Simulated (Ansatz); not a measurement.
`FC[Si]1(F)CC1` → `F[SiH]1CC1` + `[CH]F`  (formal loss of a carbene)

Program: Ansatz. Geometries: PBE0-D4/def2-TZVP. ΔE: electronic, gas phase. CBS: MP2 limit from def2 TZ/QZ plus the TZ coupled-cluster correction, frozen cores. This one scheme is used for every species. Functionals use def2-TZVPP. HSE06 is defined as in plane-wave codes. One conformer a species, not always the lowest.

`FC[Si]1(F)CC1`:

```xyz
12

F    -0.146    2.220   -0.626
C     0.207    1.759    0.635
Si    0.176   -0.122    0.624
F     0.583   -0.629    2.084
C     0.567   -1.112   -0.846
C    -0.957   -1.089   -0.413
H     1.202    2.143    0.881
H    -0.500    2.168    1.365
H     0.793   -0.629   -1.792
H     1.055   -2.076   -0.746
H    -1.633   -0.592   -1.102
H    -1.347   -2.041   -0.065
```

`F[SiH]1CC1`:

Z-matrix (Å, degrees):
```
Si
C 1 1.820
C 1 1.820 2 51.3
F 1 1.596 2 119.6 3 -105.8
H 1 1.473 2 123.3 3 108.5
H 2 1.086 1 120.9 3 -106.4
H 2 1.086 1 119.8 3 105.3
H 3 1.086 1 119.8 2 -105.2
H 3 1.086 1 120.9 2 106.5
```

`[CH]F`:

```xyz
3

C     0.318   -0.166   -0.362
F    -0.871    0.362   -0.376
H     0.554   -0.197    0.739
```

Task: Is it downhill or uphill in electronic energy at CCSD(T)/CBS, and by how much? (Estimate.)

Result: Ansatz gave: Uphill: ΔE = +90.8 kcal/mol.

Task: What do these levels give: revPBE-D4, r2SCAN-D4, r2SCANh-D4, BHLYP-D4, B2PLYP, PBE, r2SCAN0, HSE06, LC-ωPBE, SCS-MP2/def2-TZVPP, CCSD(T)/def2-TZVPP, HF/def2-QZVPP? (Estimate.)

Result: Ansatz gave: revPBE-D4 92.6, r2SCAN-D4 96.3, r2SCANh-D4 96.7, BHLYP-D4 92.2, B2PLYP 90.6, PBE 93.5, r2SCAN0 96.7, HSE06 95.4, LC-ωPBE 95.8, SCS-MP2/def2-TZVPP 91.3, CCSD(T)/def2-TZVPP 89.3, HF/def2-QZVPP 79.1 kcal/mol.

Task: What do rigid-rotor, harmonic-oscillator terms from PBE0-D4/def2-TZVP frequencies (298.15 K, 1 bar) make of the CCSD(T)/CBS value? (Best estimate.)

Result: Computed: ΔZPE = -6.1 kcal/mol, ΔH = +85.6 kcal/mol, ΔS = 162 J/(mol·K), ΔG = +74.0 kcal/mol.

Largest T1 diagnostic among the species: 0.018.

At CCSD(T), def2-SVP lies −3.4 kcal/mol from the extrapolated value and def2-TZVPP −1.5 kcal/mol. In def2-TZVPP, CCSD(T) changes the Hartree–Fock value by +10.0 kcal/mol (the triples alone add +0.7 kcal/mol) and MP2 by +16.4 kcal/mol. From r2SCAN to r2SCAN0 (25 % exact exchange), in def2-TZVPP and without D4, ΔE moves by +0.8 kcal/mol.
